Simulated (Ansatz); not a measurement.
Computed with Ansatz on PBE0-D4/def2-TZVP structures; ΔE is electronic, products minus reactants. CBS: MP2 limit from def2 TZ/QZ plus the TZ coupled-cluster correction, frozen cores. This one scheme is used for every species. DFT in def2-TZVPP. B3LYP here is the variant with VWN-RPA as its local correlation; programs differ in this. Elements past krypton have def2 core potentials. For Sn outer-core shells are correlated without core-valence functions, which leaves a few kJ/mol of doubt a bond. One conformer a species, not always the lowest.

`C[S][SnH2][CH3]` + `[SiH3]S` → `[CH3][SnH2][SiH2]S` + CH₃SH  (formal exchange of groups at the Sn–S bond)

```json
{"level": "PBE-D4", "ΔE (kJ/mol)": "23.3", "difference from CCSD(T)/CBS": "-9.8"}
{"level": "r2SCAN-D4", "ΔE (kJ/mol)": "30.1", "difference from CCSD(T)/CBS": "-3.0"}
{"level": "PBE0-D4", "ΔE (kJ/mol)": "25.0", "difference from CCSD(T)/CBS": "-8.1"}
{"level": "B3LYP-D4", "ΔE (kJ/mol)": "30.9", "difference from CCSD(T)/CBS": "-2.2"}
{"level": "ωB97X-V", "ΔE (kJ/mol)": "31.7", "difference from CCSD(T)/CBS": "-1.4"}
{"level": "ωB97M-V", "ΔE (kJ/mol)": "31.9", "difference from CCSD(T)/CBS": "-1.2"}
{"level": "B2PLYP", "ΔE (kJ/mol)": "33.3", "difference from CCSD(T)/CBS": "0.2"}
{"level": "PBE", "ΔE (kJ/mol)": "23.2", "difference from CCSD(T)/CBS": "-9.9"}
{"level": "r2SCAN", "ΔE (kJ/mol)": "30.2", "difference from CCSD(T)/CBS": "-2.9"}
{"level": "PBE0", "ΔE (kJ/mol)": "25.2", "difference from CCSD(T)/CBS": "-7.9"}
{"level": "B3LYP", "ΔE (kJ/mol)": "30.9", "difference from CCSD(T)/CBS": "-2.2"}
{"level": "HF/def2-TZVPP", "ΔE (kJ/mol)": "41.6", "difference from CCSD(T)/CBS": "8.5"}
{"level": "MP2/def2-TZVPP", "ΔE (kJ/mol)": "35.6", "difference from CCSD(T)/CBS": "2.5"}
{"level": "SCS-MP2/def2-TZVPP", "ΔE (kJ/mol)": "37.0", "difference from CCSD(T)/CBS": "3.9"}
{"level": "CCSD/def2-TZVPP", "ΔE (kJ/mol)": "31.1", "difference from CCSD(T)/CBS": "-2.0"}
{"level": "CCSD(T)/def2-TZVPP", "ΔE (kJ/mol)": "31.2", "difference from CCSD(T)/CBS": "-1.9"}
{"level": "HF/def2-QZVPP", "ΔE (kJ/mol)": "42.5", "difference from CCSD(T)/CBS": "9.4"}
{"level": "MP2/def2-QZVPP", "ΔE (kJ/mol)": "37.0", "difference from CCSD(T)/CBS": "3.9"}
{"level": "SCS-MP2/def2-QZVPP", "ΔE (kJ/mol)": "38.4", "difference from CCSD(T)/CBS": "5.3"}
{"level": "HF/CBS(def2)", "ΔE (kJ/mol)": "42.6", "difference from CCSD(T)/CBS": "9.5"}
{"level": "MP2/CBS(def2)", "ΔE (kJ/mol)": "37.5", "difference from CCSD(T)/CBS": "4.4"}
{"level": "CCSD/CBS(def2)", "ΔE (kJ/mol)": "33.0", "difference from CCSD(T)/CBS": "-0.1"}
{"level": "CCSD(T)/CBS", "ΔE (kJ/mol)": "33.1", "difference from CCSD(T)/CBS": "0"}
```

Largest T1 diagnostic among the species: 0.012.

In def2-TZVPP, CCSD(T) changes the Hartree–Fock value by −10.4 kJ/mol (the triples alone add +0.1 kJ/mol) and MP2 by −6.0 kJ/mol.
